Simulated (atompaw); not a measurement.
Before and after: PAW (atompaw) potential for As

atompaw 4.2.0.5 input, output lines left out:

```
As 33
LDA-PW scalarrelativistic loggrid 1500 logderivrange -3 5 201
4 4 3 0 0 0
4 1 3
0 0 0
c
c
c
v
c
c
v
c
2
2.25 2.25 1.85 1.65
y
-0.65
n
y
0.05
n
y
0.05
y
2.6
n
custom rrkj gramschmidtortho sinc
bessel
1.40
1.40
2.25
2.25
1.75
2.25
```

Change: local potential bessel scheme, radius 0.92 bohr.

Cutoffs: the cutoffs (Ry, on a coarse ladder) from which the occupation-weighted sum of valence levels, in a spherical-Bessel basis at the reference potential, stays within 10 and 1 mRy of its value at 400 Ry; they do not see the model core or the augmentation charge, which bear on the density cutoff.

Problem. What does the change do?

Solution. The potential gets neither clearly harder nor softer (18 Ry and 35 Ry → 18 Ry and 35 Ry); a bound ghost appears in d, s, which as a rule spoils a file. A state that the projectors do not describe sees the local part alone, so a deeper or shallower local part can create or remove a ghost.

```csv
quantity,base,changed
"cutoff, loose",18 Ry,18 Ry
"cutoff, tight",35 Ry,35 Ry
bound ghosts,none,"s, d"
s: phases at 2.25 bohr within 0.05 rad from the reference energy up to (Ry; the scan ends near 5),to the end of the scan,to the end of the scan
p: phases at 2.25 bohr within 0.05 rad from the reference energy up to (Ry; the scan ends near 5),4.8,4.1
d: phases at 2.25 bohr within 0.05 rad from the reference energy up to (Ry; the scan ends near 5),to the end of the scan,to the end of the scan
lowest overlap eigenvalue by channel,"s 0.53, p 0.75, d 0.69","s 0.58, p 0.57, d 0.68"
```

 A true bound ghost makes a file unfit for plane-wave use even where its test errors are small: the radial tests pick states by their node count and pass the ghost by. The cutoffs see the waves, projectors and local potential, not the compensation charge or the core.
